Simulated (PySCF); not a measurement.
C₄H₆BFO. Atoms are numbered in the order given.

```xyz
13

C     -3.1792     0.7568     0.3904
C     -1.8417     0.2186     0.2217
C     -0.7067    -0.2401     0.0798
B      0.7154    -0.7490    -0.0974
F      0.9424    -2.0775    -0.1460
C      1.9860     0.1807    -0.2335
O      1.6686     1.5575    -0.1730
H     -3.1925     1.8623     0.2938
H     -3.8768     0.3362    -0.3641
H     -3.5841     0.4975     1.3915
H      2.7027    -0.1462     0.5686
H      2.4926    -0.1172    -1.1920
H      2.5000     2.0549    -0.2642
```
Charge 0, spin multiplicity 1.

Geometry optimised at PBE-D3(BJ)/def2-SVP. The structure was generated by enumeration, and PubChem lists no compound with its InChIKey, so it may never have been made. Other conformers were not sampled.

Calculation: PBE-D3(BJ)/def2-SVP (PySCF 2.14.0).

Frequencies are harmonic and unscaled.

A small imaginary wavenumber (i) marks a very flat motion, where grid noise or a shallow saddle decides the sign.

| mode | ν (cm⁻¹) | IR (km/mol) | moving atoms (share of kinetic energy) |
|---|---|---|---|
| 1 | 14i | 0.2 | H 98 % |
| 2 | 62 | 16.7 | H 42 %, C 28 %, O 23 % |
| 3 | 70 | 3.8 | C 37 %, O 32 %, H 16 %, F 12 % |
| 4 | 127 | 2.4 | C 71 %, H 13 %, F 12 % |
| 5 | 199 | 0.4 | C 49 %, O 24 %, F 13 %, H 12 % |
| 6 | 294 | 78.9 | H 84 % |
| 7 | 316 | 8.2 | C 57 %, F 24 %, H 15 % |
| 8 | 379 | 25.6 | C 58 %, H 26 %, B 13 % |
| 9 | 395 | 2.2 | C 40 %, O 28 %, F 23 % |
| 10 | 478 | 26.1 | H 36 %, C 31 %, B 27 % |
| 11 | 530 | 3.7 | C 54 %, F 29 % |
| 12 | 561 | 5.2 | C 59 %, H 19 %, F 13 % |
| 13 | 817 | 8.8 | B 37 %, H 33 %, C 27 % |
| 14 | 958 | 82.2 | C 53 %, B 25 %, H 18 % |
| 15 | 983 | 5.0 | H 65 %, C 35 % |
| 16 | 992 | 2.0 | H 67 %, C 33 % |
| 17 | 1088 | 110.3 | C 49 %, O 39 % |
| 18 | 1144 | 88.2 | H 85 %, B 8 % |
| 19 | 1186 | 0.5 | H 91 % |
| 20 | 1203 | 94.9 | B 38 %, H 32 %, C 20 % |
| 21 | 1311 | 206.6 | B 51 %, H 27 %, F 11 %, C 11 % |
| 22 | 1337 | 60.0 | H 57 %, C 32 %, B 9 % |
| 23 | 1359 | 69.4 | H 68 %, C 19 %, B 10 % |
| 24 | 1383 | 12.3 | H 97 % |
| 25 | 1388 | 8.9 | H 97 % |
| 26 | 1425 | 3.6 | H 68 %, C 23 % |
| 27 | 2241 | 248.1 | C 99 % |
| 28 | 2847 | 53.1 | H 95 % |
| 29 | 2869 | 45.0 | H 91 %, C 9 % |
| 30 | 2960 | 10.8 | H 97 % |
| 31 | 3044 | 1.0 | H 91 %, C 9 % |
| 32 | 3049 | 2.3 | H 91 %, C 9 % |
| 33 | 3714 | 17.8 | H 94 % |
